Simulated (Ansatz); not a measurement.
Born–Oppenheimer molecular dynamics of C2H7BO (11 atoms, charge 0, multiplicity 1). It starts from a relaxed structure.

Theory: RKS PBE/def2-SVP (Ansatz).

| Quantity | Value |
| --- | --- |
| ensemble | NVE (Milne-controlled integrator) |
| time step | 0.5 fs |
| steps asked | 500 |
| starting velocities drawn for | 500 K |
| seed | 341 |

First frame:

```xyz
11
Properties=species:S:1:pos:R:3
B -0.061 -0.175 -0.070
C 0.054 -0.063 1.510
H -0.775 -0.605 2.013
H 1.011 -0.429 1.938
H -0.061 1.001 1.813
O 1.018 -0.523 -0.843
H 1.808 -0.709 -0.301
C -1.417 0.101 -0.834
H -2.110 -0.753 -0.663
H -1.946 0.996 -0.445
H -1.284 0.207 -1.928
```

Q: What does the run give?

A: The run went to its last step.

```json
{"steps done": "500", "time covered": "250 fs", "mean temperature over the second half": "249 K", "spread of the potential energy over the second half": "5.9 meV per atom", "mean potential energy of the second half above the start": "26.5 meV per atom"}
```

The conserved energy stayed within 0.055 meV per atom of its start (net change -0.011 meV per atom), so the integration is sound. Over the second half the temperature averaged 0.50 of the 500 K drawn at the start: a run that starts near a minimum puts about half its kinetic energy into the potential. A run of 0.25 ps of so small a system gives no equilibrium averages.

Q: What happens to the structure?

A: The same pairs are bonded in the first frame and the last. Pairs count as bonded within 1.25 times the sum of covalent radii (0.12 Å more for H–H). Another seed would give other details.

Q: How do temperature and energy run in time?

A: 
```tsv
time (fs)	T (K)	potential energy less start (eV)	conserved less start (meV/atom)
0	500	0.000	0.00
12.5	295	0.239	-0.01
25	182	0.370	-0.01
37.5	217	0.329	-0.01
50	300	0.232	-0.01
62.5	252	0.288	-0.01
75	206	0.341	-0.01
87.5	280	0.256	-0.01
100	183	0.369	-0.02
112.5	215	0.332	-0.01
125	262	0.277	-0.01
137.5	280	0.256	-0.01
150	185	0.367	-0.01
162.5	174	0.379	-0.01
175	251	0.289	-0.01
187.5	254	0.286	-0.01
200	328	0.200	-0.01
212.5	208	0.340	-0.01
225	209	0.338	-0.02
237.5	180	0.372	-0.02
250	301	0.232	-0.01
```

Time of the run: 11 min on 2 threads of Arm Neoverse V1, on a shared host, peak memory 0.11 GiB.
